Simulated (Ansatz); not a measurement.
Several settings on one geometry of `CCC(CC(C)OC(C)=O)OC(C)=O` (that of the charge 0 singlet, PBE-D4/def2-SVP). Ansatz on 4 threads of Arm Neoverse V2 on a shared host; times are rough.

```xyz
32

C    -2.5834    2.0521    1.2079
C    -1.2744    1.2631    1.2317
C    -1.1175    0.3065    0.0521
C     0.1815   -0.5053    0.0543
C     1.4592    0.3252   -0.0693
C     1.5618    1.1442   -1.3515
O     2.5454   -0.6414   -0.0248
C     3.7358   -0.2034    0.4646
C     4.7594   -1.3151    0.4324
O     3.9305    0.9279    0.8676
O    -2.2343   -0.6217    0.1172
C    -2.6799   -1.1320   -1.0626
C    -3.8436   -2.0666   -0.8257
O    -2.1970   -0.8600   -2.1454
H    -2.6600    2.7345    2.0776
H    -2.6655    2.6679    0.2880
H    -3.4549    1.3684    1.2329
H    -0.4103    1.9608    1.2250
H    -1.1916    0.6774    2.1735
H    -1.2075    0.8557   -0.9096
H     0.2316   -1.1023    0.9892
H     0.1477   -1.2193   -0.7944
H     1.5878    0.9994    0.8038
H     2.5374    1.6655   -1.3922
H     1.4543    0.4953   -2.2440
H     0.7685    1.9174   -1.3905
H     4.9079   -1.6621   -0.6096
H     4.3948   -2.1858    1.0128
H     5.7146   -0.9526    0.8495
H    -4.6666   -1.5282   -0.3147
H    -3.5349   -2.8939   -0.1562
H    -4.1970   -2.4713   -1.7896
```

Totals from different functionals, basis sets or treatments of relativity can't be compared as stabilities.

The 6-31G sets use Cartesian d functions. B3LYP takes the VWN-RPA correlation. Correlated methods freeze 14 core orbitals.

The spins typed aren't always the lowest for that charge.

(1) Give the basis size and estimate the energy, ⟨S²⟩, dipole and time of these runs.

```tsv
run	method	charge	state	further keys
1	RKS B3LYP-D4/6-31++G**	0	singlet	point_charges: [{charge: 0.50, position_ang: [9.035, 0.384, 0.541]}]; scf: {omitted_lower_state_checks: [starts]}; forces asked
2	RKS r2SCAN0-D3(BJ)/cc-pVDZ	0	singlet	forces asked
3	RKS PBE-QIDH/6-31G	0	singlet	scf: {lower_state_search: light}; forces asked
4	UKS PBE0-D3(BJ)/def2-mTZVPP	1	doublet	scf: {omitted_lower_state_checks: [starts]}; forces asked
```

Results:

(1) 
```
run  functions  energy (Eh)  ⟨S²⟩  dipole (D)  wall time
  1        374    -692.9405     –        2.91       27 s
  2        286    -692.4376     –        2.15       19 s
  3        162    -691.2381     –        2.02       23 s
  4        376    -691.9638  0.76           –       64 s
```
